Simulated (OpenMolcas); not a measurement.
# B I: input and output

Input:

```
&GATEWAY
Coord
1

B 0.0 0.0 0.0
Basis=ANO-R1
Group=XYZ
NoMove
AngMom=0.0 0.0 0.0
AMFI
&SEWARD
&RASSCF
FileOrb=start.orb
Symmetry=2
Spin=4
nActEl=3 0 0
Inactive=1 0
Ras2=1 3
CIRoot=1 1 1
SDav=1
CIMx=300
Iter=120 100
PrWF=0.3
OrbListing=Nothing
MaxOrb=0
Atom
>>> COPY $Project.JobIph JOBPRE
&RASSCF
FileOrb=start.orb
Symmetry=2
Spin=4
nActEl=3 0 0
Inactive=1 0
Ras2=2 6
CIRoot=1 1 1
SDav=26
CIMx=300
Iter=120 100
PrWF=0.3
OrbListing=Nothing
MaxOrb=0
Atom
>>> COPY $Project.JobIph JOB001
&RASSCF
FileOrb=start.orb
Symmetry=2
Spin=2
nActEl=3 0 0
Inactive=1 0
Ras2=2 6
CIRoot=3 3 1
SDav=94
CIMx=300
Iter=120 100
PrWF=0.3
OrbListing=Nothing
MaxOrb=0
Atom
>>> COPY $Project.JobIph JOB002
&RASSCF
FileOrb=start.orb
Symmetry=1
Spin=4
nActEl=3 0 0
Inactive=1 0
Ras2=2 6
CIRoot=3 3 1
SDav=30
CIMx=300
Iter=120 100
PrWF=0.3
OrbListing=Nothing
MaxOrb=0
Atom
>>> COPY $Project.JobIph JOB003
&RASSCF
FileOrb=start.orb
Symmetry=1
Spin=2
nActEl=3 0 0
Inactive=1 0
Ras2=2 6
CIRoot=5 5 1
SDav=74
CIMx=300
Iter=120 100
PrWF=0.3
OrbListing=Nothing
MaxOrb=0
Atom
>>> COPY $Project.JobIph JOB004
&RASSI
NrOfJobIphs=2 3 3
1 2 3
1 2 3
IphNames
JOB002
JOB003
EJob
SpinOrbit
DIPRint=1.0
SOCoupling=1000.0
Subsets=2
MEES
Property=10
'ANGMOM' 1 'ANGMOM' 2 'ANGMOM' 3 'MLTPL  1' 1 'MLTPL  1' 2 'MLTPL  1' 3
'AMFI' 1 'AMFI' 2 'AMFI' 3 'MLTPL  2' 6
SOProperty=3
'ANGMOM' 1 'ANGMOM' 2 'ANGMOM' 3
```

Launched by
```bash
OMP_NUM_THREADS=1 MOLCAS_MEM=2252 MOLCAS_PROJECT=a pymolcas a.inp > a.log  # once for each step of the input, in one work folder
```

A driver script runs the steps one by one and writes start.orb anew before each from the orbitals found so far.

Output, cut to the results:

```
--- SEWARD ---
Basis set label: B.ANO-R...3S2P1D.

      Electronic valence basis set:
      ------------------
      Associated Effective Charge   5.000000 au
      Associated Actual Charge      5.000000 au
      Nuclear Model: Finite nucleus - Gaussian distribution
        Gaussian exponent, Xi/bohr**(-2):  7.11787E+08

      Shell  nPrim  nBasis  Cartesian Spherical Contaminant
         s      12       3        X
         p       7       2        X
         d       3       1                 X
                  Relativistic X2C integrals
                  Atomic mean-field integrals
--- RASSCF ---
Wave function specifications:
      -----------------------------

      Number of closed shell electrons           2
      Number of electrons in active shells       3
      Max number of holes in RAS1 space          0
      Max nr of electrons in RAS3 space          0
      Number of inactive orbitals                1
      Number of active orbitals                  8
      Number of secondary orbitals               5
      Spin quantum number                      1.5
      State symmetry                             2
Orbital specifications:
      -----------------------

      Symmetry species                           1   2
                                                ag  au
      Frozen orbitals                            0   0
      Inactive orbitals                          1   0
      Active orbitals                            2   6
      RAS1 orbitals                              0   0
      RAS2 orbitals                              2   6
      RAS3 orbitals                              0   0
      Secondary orbitals                         5   0
      Deleted orbitals                           0   0
      Number of basis functions                  8   6
      Number of CSFs                            26
      Number of root(s) required                 1
      Iter CI   SX   CI       RASSCF       Energy    max ROT     max BLB   max BLB  Level Ln srch  Step   QN
          iter iter root      energy       change     param      element    value   shift minimum  type update
 Nr of preliminary CI iterations:   1
 ###############################################################################
 ###############################################################################
 ###                                                                         ###
 ###                                                                         ###
 ###    WARNING: Problems in orbital optimization.                           ###
 ###                                                                         ###
 ###                                                                         ###
 ###############################################################################
 ###############################################################################
  Warning: In symmetry  1, orbital p=   2 has diagonal density matrix element D(p,p) close to zero. D(p,p)=  1.093781E-30
  Warning: In symmetry  1, orbital p=   3 has diagonal density matrix element D(p,p) close to zero. D(p,p)=  1.093781E-30
        ...
 ###############################################################################
  Warning: In symmetry  1, orbital p=   2 has diagonal density matrix element D(p,p) close to zero. D(p,p)=  1.110138E-30
  Warning: In symmetry  1, orbital p=   3 has diagonal density matrix element D(p,p) close to zero. D(p,p)=  1.110138E-30
        4   1    1    1   -24.14169735    1.07E-14   0.00E+00    1   2 1  4.49E-08   0.00   0.00    SX    NO
      Convergence after  4 iterations
        5   1    1    1   -24.14169735   -3.55E-15   0.00E+00    1   2 1  4.49E-08   0.00   0.00    SX    NO
      Natural orbitals and occupation numbers for root  1
      sym 1:   0.000000   0.000000
      sym 2:   0.993676   0.993676   0.993676   0.006324   0.006324   0.006324
::    RASSCF root number  1 Total energy:    -24.14169735
--- RASSCF ---
Wave function specifications:
      -----------------------------

      Number of closed shell electrons           2
      Number of electrons in active shells       3
      Max number of holes in RAS1 space          0
      Max nr of electrons in RAS3 space          0
      Number of inactive orbitals                1
      Number of active orbitals                  8
      Number of secondary orbitals               5
      Spin quantum number                      0.5
      State symmetry                             2
...
--- RASSI ---
SPIN-FREE ENERGIES:
  (Shifted by EMIN (a.u.) =        -24.5785279299)

 SF State       Relative EMIN(au)   Rel lowest level(eV)    D:o, cm**(-1)      L_eff

     1             0.0000000000        0.0000000000              0.0000         1.0
     2             0.0000000000        0.0000000000              0.0000         1.0
     3             0.0000000000        0.0000000000              0.0000         1.0
     4             0.1166444236        3.1740564646          25600.4919         1.0
     5             0.1166444236        3.1740564646          25600.4919         1.0
     6             0.1166444236        3.1740564646          25600.4919         1.0
     Dipole printing threshold changed to   1.00000000E+00

++ Dipole transition strengths (spin-free states):
   -----------------------------------------------
     for osc. strength at least  1.00000000E+00

  ( Max oscillator strength is only    3.4283417042674705E-034 )
--
Eigenvalues of complex Hamiltonian:
   -----------------------------------
  (Shifted by EMIN (a.u.) =        -24.5785279299)

 SO State       Relative EMIN(au)   Rel lowest level(eV)    D:o, cm**(-1)     J-value

     1            -0.0000383662        0.0000000000              0.0000         0.4
     2            -0.0000383662        0.0000000000              0.0000         0.4
     3             0.0000191831        0.0015659959             12.6306         1.4
     4             0.0000191831        0.0015659959             12.6306         1.4
     5             0.0000191831        0.0015659959             12.6306         0.8
     6             0.0000191831        0.0015659959             12.6306         0.8
     7             0.1166064258        3.1740664876          25600.5727         0.4
     8             0.1166064258        3.1740664876          25600.5727         0.4
     9             0.1166292245        3.1746868721          25605.5765         1.4
...
```

The J values that RASSI prints are effective ones from its own formula and need not be integers or half-integers; the table below assigns J from the states.

Levels above the lowest, from the spin-orbit matrix, grouped by J:

```json
{"Configuration": "2s2 2p", "Term": "2P*", "J": "1/2", "E (cm-1)": "0.0", "Measured (cm-1)": "0.0", "g": "0.666", "Term weight %": "100"}
{"Configuration": "2s2 2p", "Term": "2P*", "J": "3/2", "E (cm-1)": "12.6", "Measured (cm-1)": "15.3", "g": "1.334", "Term weight %": "100"}
{"Configuration": "2s 2p2", "Term": "4P", "J": "1/2", "E (cm-1)": "25601", "Measured (cm-1)": "28870", "g": "2.671", "Term weight %": "100"}
{"Configuration": "2s 2p2", "Term": "4P", "J": "3/2", "E (cm-1)": "25606", "Measured (cm-1)": "28875", "g": "1.735", "Term weight %": "100"}
{"Configuration": "2s 2p2", "Term": "4P", "J": "5/2", "E (cm-1)": "25614", "Measured (cm-1)": "28881", "g": "1.601", "Term weight %": "100"}
```

Against the 4 measured excited levels shown (NIST Handbook of Basic Atomic Spectroscopic Data) the mean absolute deviation is 2500 cm-1; the largest miss in energy is 2s 2p2 4P 1/2: computed 25601, measured 28870 cm-1 (-11.3 %), and the largest in proportion 2s2 2p 2P* 3/2 (-17.4 %).

Without dynamic correlation excited terms often stand tens of per cent too high (terms of higher spin than the ground term too low), and those without a measured partner can miss by more than the paired ones. Active for correlation alone: 3p 3s; no level in the range computed is led by a configuration that fills them, so any true level of that kind is missing. Computed and measured levels are paired by configuration, term and J; levels that our copy of the source lacks, or whose pairing is in doubt (as where it misses far off the trend of its configuration), stay unpaired and out of the deviations. Only configurations of the active space appear. The first state left out of the spin-orbit step lies near 54000 cm-1 above the lowest spin-free state of the reference (among the parities and spins computed), and the list stops at four fifths of that energy or lower.

The RASSCF and RASSI steps took 15 s on 1 thread of Arm Neoverse V1, on a shared host; the integral step is not counted.

The term weight is that of the spin-free term in the level, not the purity of its configuration. * marks odd parity.
